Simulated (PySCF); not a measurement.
V⁺: ionisation energy

V⁺ [Ar] 3d4 (5D) → V²⁺ [Ar] 3d3 (4F), as a difference of total energies. All numbers are calculated (PySCF 2.14, scalar relativity by spin-free X2C-1e, in ANO-RCC-VTZP). Correlated levels: valence: [Ar] frozen; valence and next inner shell: [Ne] frozen. The calculations carry no spin-orbit coupling.

```csv
method,ionisation energy (eV)
UHF,13.159
LDA,15.691
PBE,15.310
PBE0,14.961
r2SCAN,14.802
B2PLYP,14.466
M06-2X,14.647
BLYP,15.090
MP2 (valence),13.915
SCS-MP2 (valence),13.411
MP2 (valence and next inner shell),14.672
SCS-MP2 (valence and next inner shell),14.116
```

Problem. How much does correlation contribute at MP2 (valence and next inner shell)?

Solution. 14.672 − (13.159) = 1.513 eV, measured against UHF.

A first-order spin-orbit estimate (lowest level to lowest level, LS coupling) adds -0.018 eV.

Errors of the correlated levels include the incompleteness of this basis and the frozen core.

For comparison: 14.634 ± 0.007 eV (measured; NIST Atomic Spectra Database, ionization energies).
